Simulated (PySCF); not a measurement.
Problem. What does the PBE0-D3(BJ)/def2-SVP structure of `C=CCS(=O)(=O)CC=C` look like in three dimensions?

Solution. 
Z-matrix in Å and degrees, rows numbered from 1:
```
C 
C   1  1.3344
C   2  1.4870  1  124.48
S   3  1.8098  2  112.34  1  -119.85
O   4  1.4585  3  107.46  2  -176.46
O   4  1.4628  3  107.14  2   -45.33
C   4  1.8113  3  104.10  2    68.45
C   7  1.4895  4  109.10  3  -169.34
C   8  1.3329  7  123.84  4  -111.02
H   1  1.0950  2  121.68  3    -0.99
H   1  1.0928  2  121.21  3   179.80
H   2  1.0951  1  120.27  3  -178.74
H   3  1.1029  2  112.68  1   126.79
H   3  1.0999  2  114.02  1     2.50
H   7  1.0993  4  106.41  3    68.79
H   7  1.1016  4  105.53  3   -48.39
H   8  1.0947  7  115.73  4    67.31
H   9  1.0944  8  121.65  7    -0.49
H   9  1.0926  8  121.15  7   179.39
```

Of the pairs four or more bonds apart, C2···H16 is among the closest relative to their van der Waals radii: 2.83 Å, 98 % of the sum of Bondi's values. S4 (sulfonyl sulfur) is distorted tetrahedral (angles from 104.1° to 120.7°). The C–C distances run from 1.333 Å (C8=C9, drawn double) to 1.490 Å (C7–C8, drawn single), a spread of 0.157 Å.

Method: PBE0-D3(BJ)/def2-SVP geometry optimisation, gas phase (PySCF).

Point group: C1 (no symmetry element, even within 0.4 Å). Whether it is a minimum is left open (no frequencies). One conformer, not necessarily the lowest (C1–C2–C3–S4 -120°, C2–C3–S4–O5 -176°, C3–S4–C7–C8 -169°, S4–C7–C8–C9 -111°).
